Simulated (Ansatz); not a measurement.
Spectroscopic constants of F₂+, multiplicity 4 (an upper state: multiplicity 2 came lower at CCSD(T)/def2-TZVPP on PBE0 minima).

The constants come from a fifth-degree fit in 1/R (seven points, main isotopes). In def2 and cc sets the state is the lowest found near the PBE0 minimum, followed along R.

Cores are frozen in the correlated methods.

The values were computed with Ansatz (Gaussian orbitals). 

```tsv
level	r_e (Å)	ω_e (cm⁻¹)	ω_e x_e (cm⁻¹)
PBE0/def2-TZVPP	1.848	…	7.8
wB97X-V/def2-TZVPP	1.828	455	6.3
CCSD/def2-TZVPP	…	…	6.3
```

Q: Some entries are withheld; supply them.

A: 
- CCSD/def2-TZVPP, r_e (Å): 1.771
- CCSD/def2-TZVPP, ω_e (cm⁻¹): 540
- PBE0/def2-TZVPP, ω_e (cm⁻¹): 422

Doubts at one or more of the structures used: other coupled-cluster roots lie near (CCSD/def2-TZVPP).

Ansatz is an electronic-structure program.
